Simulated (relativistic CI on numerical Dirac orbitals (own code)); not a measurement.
## A ladder of approximations for the levels of Sb2+

Calculated with a relativistic CI code on KLI orbitals (one set per configuration, finite nucleus), adding one ingredient at a time: step 1, Dirac-Coulomb, each configuration alone; step 2, with Breit and QED terms; step 3, with configuration mixing; step 4, with scaled Slater integrals (0.85); step 5, with a P86 correlation estimate; step 6, tied to the ionisation limit. P86 is a density functional for the correlation energy, evaluated here for each configuration and added to its levels. Step 6 is semi-empirical: configurations made of the next ion and one excited electron move by -4767 cm⁻¹, so that their limit matches the tabulated ionisation energy, and those with a non-penetrating f or g electron also take the P86 value of the least penetrating other one.

Configuration list (outside the closed core [Kr] 4d10): 5s²5p, 5s5p², 5s²6s, 5s²5d, 5s²6p, 5s²4f, 5s²7s, 5s²6d, 5s²8s, 5p³, 5s²5f, 5s5p5d, 5s5p5f, 5s²7p, 5s²7d, 5p5d², 5d²6s, 5d³, 5d²6p, 4f5d², 5d²7s.

Computed minus measured energy above the ground level, in cm⁻¹, for 10 of the 16 excited levels that pair in every step (one J of a term; a digit in brackets numbers repeated terms):

```csv
Configuration,Term,J,Measured,Step 1,Step 2,Step 3,Step 4,Step 5,Step 6
5s²5p,2P°,3/2,6576,90,-2,-447,-339,-334,-334
5s5p²,4P,5/2,64356,-12350,-12613,-5923,-4248,-3418,-3431
5s5p²,2D,3/2,76523,1598,1364,-282,-722,472,-495
5s²6s,2S,1/2,93418,-1817,-1902,4273,3093,6187,1080
5s²5d,2D,3/2,98820,-4135,-4302,8438,5039,7197,3758
5s²6p,2P°,1/2,114720,-2778,-2896,3316,1689,5525,776
5s²4f,2F°,7/2,136214,-1854,-2027,1603,554,8329,1740
5s²7s,2S,1/2,143127,-4394,-4519,2006,299,5496,733
5s²6d,2D,3/2,144683,-4245,-4402,2726,845,5495,780
5s²8s,2S,1/2,163388,-3307,-3445,3354,1574,7429,2662
```

Mean absolute errors in cm⁻¹, over all paired levels and for the configurations:

```
Configuration, levels  Step 1  Step 2  Step 3  Step 4  Step 5  Step 6
              all, 16    3638    3702    3808    2072    5236    1863
             5s²5p, 1      90       2     447     339     334     334
             5s5p², 4    5345    5221    4809    2999    2827    2856
             5s²6s, 1    1817    1902    4273    3093    6187    1080
             5s²5d, 2    4659    4833    8211    4872    7140    3530
             5s²6p, 2    2830    2957    3282    1650    5486     737
             5s²4f, 2    1862    2035    1587     562    8398    1749
             5s²7s, 1    4394    4519    2006     299    5496     733
             5s²6d, 2    4259    4419    2724     839    5488     774
             5s²8s, 1    3307    3445    3354    1574    7429    2662
```

Measured levels: Moore, Atomic Energy Levels, vol. III, NSRDS-NBS 35 (1971 reprint of NBS Circular 467, 1958). The analysis dates from before 1960.

The mean absolute error is lowest at step 6 (1863 cm⁻¹), and the largest single drop is from step 5 to 6 (5236 to 1863). The Breit and QED terms change the top of the ground term (measured 6576) from 6666 to 6574. Mixing lowers the ground level by 6786, with 5p³ as its largest admixture; relative to it the configurations that move most are 5s²5d by +13044, 5s²6d by +7144, 5s²8s by +6799. Configurations whose own partners of that kind are not in the list rise by much of that lowering, so a short list can trade one imbalance for another. The P86 estimate moves 5s²4f by +7836, 5s²8s by +5854, 5s²7s by +5196, and takes the mean absolute error of the excited configurations from 2187 to 5563; it adds to levels that were already too high. Step 6 takes that error from 5563 to 1965; the error more than halves for 5s²6s, 5s²5d, 5s²6p, 5s²7s, 5s²6d, 5s²8s; 5s²4f gains from the shift and the changed P86 value together.
